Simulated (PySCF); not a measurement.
B(Me)2(tBu), SMILES CC(C)(C)B(C)C, GFN2-xTB optimised geometry.

```
22

B      0.40    -0.61     0.00
C      1.97    -0.61     0.00
H      2.41    -1.57    -0.26
H      2.33    -0.36     1.00
H      2.39     0.15    -0.66
C     -0.39    -1.97    -0.01
H     -1.19    -1.98    -0.76
H     -0.89    -2.13     0.95
H      0.24    -2.84    -0.19
C     -0.41     0.78     0.00
C     -0.59     1.18    -1.48
C     -1.80     0.68     0.64
C      0.35     1.92     0.71
H     -1.13     2.13    -1.55
H     -1.16     0.43    -2.02
H      0.37     1.30    -1.97
H     -2.41    -0.06     0.13
H     -1.72     0.40     1.69
H     -2.31     1.64     0.58
H      0.51     1.67     1.76
H      1.32     2.09     0.25
H     -0.22     2.84     0.66
```

Density from B3LYP/def2-SVP in PySCF 2.14.0 at that geometry.

Minimum of the electron density along straight lines between bonded atoms, close to the bond critical point (lines longer than 1.1 times the sum of covalent radii, or with two minima, are not listed):

```tsv
bond	length / Å	ρ at the minimum / e bohr⁻³	∇²ρ there / e bohr⁻⁵	position (fraction from the first atom)
B1–C2	1.576	0.180	-0.13	0.32
C2–H3	1.088	0.273	-0.98	0.62
C2–H4	1.090	0.266	-0.92	0.62
C2–H5	1.088	0.270	-0.95	0.62
B1–C6	1.577	0.180	-0.13	0.32
C6–H7	1.089	0.269	-0.95	0.62
C6–H8	1.090	0.267	-0.93	0.62
C6–H9	1.088	0.274	-0.98	0.62
B1–C10	1.605	0.180	-0.23	0.32
C10–C11	1.542	0.234	-0.51	0.49
C10–C12	1.536	0.240	-0.54	0.49
C10–C13	1.536	0.240	-0.54	0.49
C11–H14	1.089	0.276	-1.00	0.62
C11–H15	1.088	0.277	-1.01	0.62
C11–H16	1.088	0.277	-1.01	0.62
C12–H17	1.087	0.278	-1.02	0.62
C12–H18	1.088	0.277	-1.00	0.62
C12–H19	1.089	0.276	-1.00	0.62
C13–H20	1.088	0.277	-1.00	0.62
C13–H21	1.086	0.278	-1.02	0.62
C13–H22	1.089	0.276	-1.00	0.62
```
